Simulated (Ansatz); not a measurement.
A relaxation, step by step

CH4FI (SMILES F.CI), closed shell, PBE0-D4/def2-TZVP (Ansatz 0.2.0). Settings:

```yaml
hamiltonian: {xc: pbe0, dispersion: d4}
relax: {f_tol: 0.005, max_steps: 200}
```

Start (the SMILES describes the start alone):

```xyz
7
angstrom
F -0.4434 -0.1066 -3.5478
H 0.3746 -0.0545 -3.0933
C 0.0879 0.0407 1.5452
I -0.6113 -0.0407 -0.5023
H -0.1812 -0.9116 2.0334
H 1.1827 0.1792 1.5263
H -0.4092 0.8935 2.0384
```

```tsv
step	energy less the last (meV)	largest force component (eV/Å)
1	184.5	0.683
3 (rejected trial)	266.5	3.067
5	119.6	0.679
7	85.3	0.271
9	76.7	0.082
11	71.6	0.144
13	62.0	0.393
15	46.8	0.498
17 (rejected trial)	46.3	1.094
19	28.5	0.279
21	25.6	0.139
23	17.9	0.109
25	9.0	0.037
27 (rejected trial)	20.0	1.231
29	0.7	0.038
31	0.1	0.010
33	0.0	0.004
35	0.0	0.003
```

Step 9, positions (Å) and forces (eV/Å):

```csv
atom,x,y,z,Fx,Fy,Fz
F1,-0.032,-0.091,-3.686,0.040,0.001,0.013
H2,0.160,-0.066,-2.780,-0.035,-0.001,0.024
C3,0.096,0.040,1.489,0.014,0.010,-0.082
I4,-1.010,-0.042,-0.333,0.003,0.001,0.032
H5,-0.072,-0.896,2.010,0.004,-0.028,0.012
H6,1.145,0.174,1.243,-0.031,-0.002,-0.011
H7,-0.287,0.881,2.057,0.004,0.019,0.012
```

Step 29, positions (Å) and forces (eV/Å):

```
atom       x       y       z      Fx      Fy      Fz
  F1   0.729  -0.050  -2.442  -0.014   0.000   0.022
  H2  -0.120  -0.073  -2.062  -0.008   0.000  -0.002
  C3   0.079   0.032   1.020   0.013   0.005  -0.008
  I4  -1.756  -0.032  -0.063   0.002   0.000  -0.038
  H5   0.179  -0.915   1.540   0.012  -0.004   0.007
  H6   0.874   0.175   0.293  -0.015  -0.003   0.012
  H7   0.015   0.864   1.714   0.010   0.002   0.005
```

Step 33, positions (Å) and forces (eV/Å):

```
atom       x       y       z      Fx      Fy      Fz
  F1   0.732  -0.041  -2.392  -0.001   0.000  -0.002
  H2  -0.133  -0.069  -2.046   0.001   0.001   0.003
  C3   0.082   0.030   1.007   0.001   0.003   0.001
  I4  -1.758  -0.040  -0.072   0.001   0.000  -0.001
  H5   0.182  -0.912   1.537   0.000   0.003  -0.001
  H6   0.872   0.163   0.274  -0.003  -0.002   0.003
  H7   0.023   0.870   1.692   0.001  -0.004  -0.003
```

Last step (35):

| atom | x (Å) | y (Å) | z (Å) |
| --- | --- | --- | --- |
| F1 | 0.7303 | -0.0412 | -2.3951 |
| H2 | -0.1320 | -0.0674 | -2.0440 |
| C3 | 0.0816 | 0.0297 | 1.0071 |
| I4 | -1.7568 | -0.0409 | -0.0734 |
| H5 | 0.1810 | -0.9116 | 1.5382 |
| H6 | 0.8730 | 0.1614 | 0.2756 |
| H7 | 0.0229 | 0.8701 | 1.6915 |

The run took about 16 s on 4 CPU threads of an AMD EPYC 9R45 (shared host).
